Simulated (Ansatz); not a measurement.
Start from `C[SiH2]C(F)F` and change one atom or group to get `N=CC(F)F`.

Ansatz, PBE0-D4/def2-TZVP geometries, multiplicity 1. Each molecule was computed in one conformer, which needn't be the lowest.

```tsv
property	`C[SiH2]C(F)F`
LUMO energy (ωB97M-V/def2-TZVPP) / eV	2.01
HOMO–LUMO gap (PBE0/def2-TZVPP) / eV	8.94
size of the dipole moment (B3LYP/def2-TZVPP) / D	2.52
LUMO energy (PBE0/def2-TZVPP) / eV	0.48
HOMO energy (B3LYP/def2-TZVPP) / eV	-8.26
LUMO energy (B3LYP/def2-TZVPP) / eV	0.21
```

(1) Give the same properties after the change, and the shifts. (Best estimate.)

Answers

(1) The calculation gave: 
```csv
property,`N=CC(F)F`,shift
LUMO energy (ωB97M-V/def2-TZVPP) / eV,1.22,-0.79
HOMO–LUMO gap (PBE0/def2-TZVPP) / eV,7.32,-1.62
size of the dipole moment (B3LYP/def2-TZVPP) / D,1.82,-0.70
LUMO energy (PBE0/def2-TZVPP) / eV,-1.12,-1.60
HOMO energy (B3LYP/def2-TZVPP) / eV,-8.23,0.03
LUMO energy (B3LYP/def2-TZVPP) / eV,-1.40,-1.61
```

Dipoles are sizes alone; their direction can turn.

B3LYP here is the variant with VWN-RPA as its local correlation; programs differ in this.
